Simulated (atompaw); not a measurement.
**tungsten (W): PAW (atompaw) pseudisation with LDA (PW92), scalar-relativistic reference atom.**

- Element: W (Z = 74)
- Generator: atompaw 4.2.0.5
- Type: PAW
- Functional: LDA (PW92)
- Relativity: scalar-relativistic
- Frozen core: [Xe] 4f14
- Valence charge: 6
- Reference configuration: 5d4 6s1.75 6p0.25
- Partial waves: 6s (bound); 6s channel at 0.45 Ry; 6p (bound); 6p channel at 0.55 Ry; 5d (bound); 5d channel at 0.5 Ry
- Local potential: ultrasoft scheme with l = 3 at 0 Ry, radius 2.40 bohr
- Core correction: smooth core density matched at 1.85 bohr
- Augmentation charge: besselshape compensation charge, radius 2.55 bohr; PAW radius 2.90 bohr; waves and projectors: bloechl

Question: Is a potential produced?

Answer: No. atompaw 4.2.0.5 stopped with "atompaw: The overlap operator has at least one negative eigenvalue!": the overlap operator built from these waves and projectors is not positive definite.
